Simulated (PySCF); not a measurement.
# Two-component Hartree-Fock for Zn(10+) (zinc, charge +10)

Start: [Ar] 3d2; 3d3/2 filled at m_j = +1/2, +3/2. Calculated with PySCF 2.14 in an uncontracted even-tempered set (17 s from 0.64 bohr⁻², ratio 2.8; 12 p from 0.83 bohr⁻², ratio 2.8; 8 d from 0.83 bohr⁻², ratio 2.8; 4 f from 2.7 bohr⁻², ratio 3): generalised Hartree-Fock with the X2C-1e Hamiltonian and a Gaussian nucleus; one run each with spin-orbit coupling (SO) switched off, then screened by Boettger's factors.

```csv
spinor shell,electrons,"ε, spin-free (eV)","ε, screened SO (eV)",weight of nominal j (screened SO),"rms radius, screened SO (bohr)"
1s1/2,2,-10009.7,-10009.5,1.000,0.0580
2s1/2,2,-1518.6,-1518.4,1.000,0.244
2p1/2,2,-1349.6,-1367.2,0.993,0.216
2p3/2,4,-1349.6,-1340.9,0.996,0.219
3s1/2,2,-404.79,-404.76,1.000,0.668
3p1/2,2,-347.97,-355.79,0.722,0.673
3p3/2,4,-347.97,-344.08,0.861,0.681
3d3/2,2,-275.38,-275.55,0.802,0.656
```

| quantity | spin-free | screened SO |
| --- | --- | --- |
| E (hartree) | -1755.42672 | -1755.49650 |
| M_J | 2 | 2 |
| ⟨J²⟩ | 8.003 | 7.268 |
| ⟨L²⟩ | 12.002 | 11.903 |
| ⟨S²⟩ | 2.001 | 1.966 |

The determinant has a definite M_J but mixes levels of different J.

Each row is a mean over spinors that exchange with the open shell spreads, by up to 7.628 eV (3p1/2).

Rows whose weight is well below 1 are mixtures of j = l ± 1/2: exchange outweighs spin-orbit coupling there, and the label is only the starting occupation.

Without spin-orbit coupling the j labels of p, d and f shells carry no meaning; the spin-free column gives the mean over the occupied spinors of each nl shell, and its ⟨J²⟩ belongs to a mixture of degenerate components.
